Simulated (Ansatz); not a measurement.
`C#C[Si](Cl)(C#C)C#C`, relaxed with RKS PBE0-D4/def2-TZVP in Ansatz from a PBE-D4/def2-SVP geometry. The force threshold is 0.005 eV/Å; the program also tests the step.

Charge 0, multiplicity 1.

Start:

```xyz
11

C    -1.408    0.874    2.398
C    -1.019    0.578    1.271
Si   -0.433    0.134   -0.402
Cl   -1.920    0.597   -1.777
C     1.068    1.090   -0.816
C     2.078    1.733   -1.091
C    -0.085   -1.657   -0.492
C     0.149   -2.861   -0.549
H    -1.752    1.135    3.390
H     2.967    2.300   -1.334
H     0.356   -3.923   -0.600
```

```tsv
step	energy (eV)	largest force (eV/Å)	largest move (Å)
1	-26655.2882	1.811	0.000
2	-26655.4065	0.172	0.045
3	-26655.4088	0.051	0.016
4	-26655.4089	0.012	0.005
5	-26655.4089	0.003	0.002
```

End:

```xyz
11

C    -1.389    0.862    2.365
C    -1.008    0.572    1.259
Si   -0.433    0.135   -0.400
Cl   -1.895    0.589   -1.750
C     1.057    1.079   -0.807
C     2.049    1.707   -1.075
C    -0.084   -1.639   -0.486
C     0.149   -2.820   -0.542
H    -1.727    1.119    3.343
H     2.927    2.263   -1.314
H     0.355   -3.865   -0.591
```

Hardware: 4 threads of an Arm Neoverse V2 on a shared host. Wall time 34 s, peak host memory 1 GiB.
